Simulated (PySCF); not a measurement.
## Frontier orbitals and the lowest excitations

Species: Ta(NH)(SMe)3, C3H10NS3Ta (singlet state).
Cartesian coordinates in Å at the PBE0-D3(BJ)/def2-SVP level; atoms count from 1:
```xyz
18
C3H10NS3Ta angstrom
Ta    -0.0042   -0.0649   -0.6169
N      0.0880   -0.0232    1.1418
H      0.1148   -0.0113    2.1549
S      2.1062   -0.7641   -1.4461
C      2.9130   -1.7597   -0.1486
H      3.0278   -1.1691    0.7687
H      3.9015   -2.0518   -0.5273
H      2.3261   -2.6628    0.0613
S     -0.5863    2.1163   -1.3489
C      0.0299    3.3025   -0.1081
H     -0.4070    3.0889    0.8755
H     -0.2710    4.3066   -0.4359
H      1.1246    3.2587   -0.0450
S     -1.7070   -1.5956   -1.2455
C     -2.9806   -1.4965    0.0592
H     -2.5469   -1.7404    1.0374
H     -3.7640   -2.2253   -0.1884
H     -3.4212   -0.4914    0.0895
```

The calculation used PySCF 2.14.0, density-fitted response routines, TDDFT PBE0/def2-SVPD, vertical, gas phase, core orbitals frozen in the response, def2 core potentials past Kr. Spin–orbit coupling is left out.

Kohn–Sham orbitals with the atoms that hold most of them (Löwdin shares over 4%, at most four atoms; ? is withheld):

```csv
orbital,ε (eV),atoms
LUMO+2,-1.23,"Ta1 38%, S9 14%, S4 14%, S14 12%"
LUMO+1,-1.62,"Ta1 53%, S9 13%, S4 12%, S14 6%"
LUMO,-1.69,"Ta1 52%, S14 15%, S4 9%, S9 7%"
HOMO,?,?
HOMO-1,-7.23,?
HOMO-2,-7.27,"S4 32%, S9 24%, S14 11%, Ta1 9%"
HOMO-3,-8.06,"S4 25%, Ta1 21%, S9 18%, N2 14%"
```

(1) Give the leading atoms of the HOMO.

(2) Give the leading atoms of the HOMO-1.

(3) What is the HOMO energy, and the HOMO–LUMO gap?

## Answers

(1) S9 (bonded to C and Ta) 28%; S14 (bonded to C and Ta) 28%; S4 (bonded to C and Ta) 23%; Ta1 (bonded to N and 3 S) 4%. By element: sulfur 78%, tantalum 4%.

(2) S14 (bonded to C and Ta) 33%; S9 (bonded to C and Ta) 19%; S4 (bonded to C and Ta) 15%; Ta1 (bonded to N and 3 S) 9%. By element: sulfur 68%, tantalum 9%.

(3) ε(HOMO) = -6.82 eV; the gap is 5.13 eV (0.1883 hartree).

Question: How does S1 compare with the orbital gap of 5.13 eV?

Answer: S1 is at 3.95 eV (f = 0.026), 1.18 eV below the gap, made of HOMO→LUMO (81%). Without the coupling terms of the response equations the lowest excitation would equal the gap.

Question: Give energy, strength and leading configuration of S1 and S2, and follow the Löwdin shares of the leading atoms from the occupied to the empty orbital.

Answer: 
- S1 (3.95 eV, f 0.026), HOMO→LUMO (81%): S9 28% → 7%, S14 28% → 15%, Ta1 4% → 52%; the Löwdin share of tantalum is 4% in HOMO and 52% in LUMO (ligand-to-metal charge transfer by this measure)
- S2 (4.03 eV, f 0.023), HOMO→LUMO+1 (71%): S9 28% → 13%, S14 28% → 6%, Ta1 4% → 53%; the Löwdin share of tantalum is 4% in HOMO and 53% in LUMO+1 (ligand-to-metal charge transfer by this measure)

Löwdin shares depend on the basis, the more so with diffuse functions.
